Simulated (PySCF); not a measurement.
SMILES [OH+]1CCOCC1 (charge +1), singlet, GFN2-xTB optimised geometry.

```
15

C      0.28     1.90     1.28
C     -0.17     1.20     0.00
O      0.28    -0.19     0.00
C     -0.17    -0.88     1.21
C      0.28    -0.12     2.45
O     -0.19     1.21     2.41
H     -0.14     2.90     1.33
H      1.38     1.97     1.31
H      0.22     1.68    -0.90
H     -1.26     1.16    -0.05
H      1.26    -0.19     0.00
H     -1.26    -0.91     1.15
H      0.22    -1.90     1.18
H      1.38    -0.13     2.53
H     -0.14    -0.57     3.35
```

Density from PySCF with PBE0/def2-TZVP at that geometry.

Minimum of the electron density along straight lines between bonded atoms, close to the bond critical point (lines longer than 1.1 times the sum of covalent radii, or with two minima, are not listed):

```json
[
 {"bond": "C1–C2", "length / Å": "1.528", "ρ at the minimum / e bohr⁻³": "0.255", "∇²ρ there / e bohr⁻⁵": "-0.66", "position (fraction from the first atom)": "0.48"},
 {"bond": "C2–O3", "length / Å": "1.467", "ρ at the minimum / e bohr⁻³": "0.213", "∇²ρ there / e bohr⁻⁵": "-0.20", "position (fraction from the first atom)": "0.34"},
 {"bond": "O3–C4", "length / Å": "1.467", "ρ at the minimum / e bohr⁻³": "0.213", "∇²ρ there / e bohr⁻⁵": "-0.20", "position (fraction from the first atom)": "0.66"},
 {"bond": "C4–C5", "length / Å": "1.528", "ρ at the minimum / e bohr⁻³": "0.255", "∇²ρ there / e bohr⁻⁵": "-0.66", "position (fraction from the first atom)": "0.52"},
 {"bond": "C1–O6", "length / Å": "1.405", "ρ at the minimum / e bohr⁻³": "0.271", "∇²ρ there / e bohr⁻⁵": "-0.63", "position (fraction from the first atom)": "0.36"},
 {"bond": "C5–O6", "length / Å": "1.405", "ρ at the minimum / e bohr⁻³": "0.271", "∇²ρ there / e bohr⁻⁵": "-0.63", "position (fraction from the first atom)": "0.36"},
 {"bond": "C1–H7", "length / Å": "1.091", "ρ at the minimum / e bohr⁻³": "0.288", "∇²ρ there / e bohr⁻⁵": "-1.05", "position (fraction from the first atom)": "0.66"},
 {"bond": "C1–H8", "length / Å": "1.102", "ρ at the minimum / e bohr⁻³": "0.279", "∇²ρ there / e bohr⁻⁵": "-0.97", "position (fraction from the first atom)": "0.65"},
 {"bond": "C2–H9", "length / Å": "1.090", "ρ at the minimum / e bohr⁻³": "0.289", "∇²ρ there / e bohr⁻⁵": "-1.05", "position (fraction from the first atom)": "0.66"},
 {"bond": "C2–H10", "length / Å": "1.092", "ρ at the minimum / e bohr⁻³": "0.289", "∇²ρ there / e bohr⁻⁵": "-1.05", "position (fraction from the first atom)": "0.66"},
 {"bond": "O3–H11", "length / Å": "0.983", "ρ at the minimum / e bohr⁻³": "0.339", "∇²ρ there / e bohr⁻⁵": "(withheld)", "position (fraction from the first atom)": "0.82"},
 {"bond": "C4–H12", "length / Å": "1.092", "ρ at the minimum / e bohr⁻³": "0.289", "∇²ρ there / e bohr⁻⁵": "-1.05", "position (fraction from the first atom)": "0.66"},
 {"bond": "C4–H13", "length / Å": "1.090", "ρ at the minimum / e bohr⁻³": "0.289", "∇²ρ there / e bohr⁻⁵": "-1.05", "position (fraction from the first atom)": "0.66"},
 {"bond": "C5–H14", "length / Å": "1.102", "ρ at the minimum / e bohr⁻³": "0.279", "∇²ρ there / e bohr⁻⁵": "-0.97", "position (fraction from the first atom)": "0.65"},
 {"bond": "C5–H15", "length / Å": "1.091", "ρ at the minimum / e bohr⁻³": "0.288", "∇²ρ there / e bohr⁻⁵": "-1.05", "position (fraction from the first atom)": "0.66"}
]
```

### Question
Fill in the missing entries.

### Answer

- O3–H11, ∇²ρ there / e bohr⁻⁵: -2.40
